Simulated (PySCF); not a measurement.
C₅H₁₂, SMILES C(C)(C)(C)C.

Geometry optimised at r2SCAN-D4/def2-SVP.

All values below come from TDA-ωB97X/def2-SVPD (PySCF).

Vertical excitations; the highest root listed may be one member of a degenerate set. The molecule is in vacuum. State labels are in the subgroup D2.

| state | symmetry | energy (eV) | λ (nm) | f | main pairs |
|---|---|---|---|---|---|
| S1 | B1 | 9.36 | 132 | 0.139 | HOMO−2→LUMO (degenerate set) |
| S2 | B2 | 9.36 | 132 | 0.139 | HOMO−1→LUMO (degenerate set) |
| S3 | B3 | 9.36 | 132 | 0.139 | HOMO→LUMO (degenerate set) |
| S4 | B2 | 10.18 | 122 | 0.000 | HOMO−4→LUMO (degenerate set) |
| S5 | B1 | 10.18 | 122 | 0.000 | HOMO−5→LUMO (degenerate set) |
| S6 | B3 | 10.18 | 122 | 0.000 | HOMO−3→LUMO (degenerate set) |
| S7 | A | 10.53 | 118 | 0.000 | HOMO→LUMO+1, HOMO−6→LUMO, HOMO−2→LUMO+2, HOMO−1→LUMO+3 (degenerate set) |
| S8 | A | 10.53 | 118 | 0.000 | HOMO−1→LUMO+3, HOMO−2→LUMO+2, HOMO−7→LUMO, HOMO−3→LUMO+1 (degenerate set) |
| S9 | B1 | 10.61 | 117 | 0.035 | HOMO−1→LUMO+1, HOMO→LUMO+3 (degenerate set) |
| S10 | B2 | 10.61 | 117 | 0.035 | HOMO−2→LUMO+1, HOMO→LUMO+2 (degenerate set) |
| T1 | B1 | 9.22 | 134 | 0 | HOMO−2→LUMO (degenerate set) |
| T2 | B2 | 9.22 | 134 | 0 | HOMO−1→LUMO (degenerate set) |
| T3 | B3 | 9.22 | 134 | 0 | HOMO→LUMO (degenerate set) |
| T4 | B3 | 10.01 | 124 | 0 | HOMO−3→LUMO 66 % |
Triplets are in the Tamm–Dancoff approximation.
